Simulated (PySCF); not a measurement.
Si(F)2(Cl)(OH), HClF₂OSi, SMILES O[Si](F)(F)Cl (PBE0/def2-SVP optimised geometry):

```
6

O     -1.101     0.490     0.000
Si    -0.499    -1.017     0.000
F      1.101    -1.017     0.000
F     -0.979    -1.717    -1.350
Cl    -1.111    -2.113     1.596
H     -1.063     1.017     0.803
```

Method: PySCF 2.14.0 with PBE0/def2-TZVP.

Task: What are the frontier orbital energies and the dipole moment?

Result: HOMO-2 -10.84 eV, HOMO-1 -10.11 eV, HOMO -9.93 eV, LUMO 0.08 eV, LUMO+1 1.35 eV; dipole moment 2.29 D.

On the same geometry PBE/def2-TZVP (PySCF) gives HOMO-2 -9.04 eV, HOMO-1 -8.57 eV, HOMO -8.34 eV, LUMO -0.89 eV, LUMO+1 0.33 eV; dipole moment 2.21 D.

Meta-Löwdin charges at PBE0/def2-TZVP: O1 -0.74, Si2 1.60, F3 -0.49, F4 -0.48, Cl5 -0.27, H6 0.38.
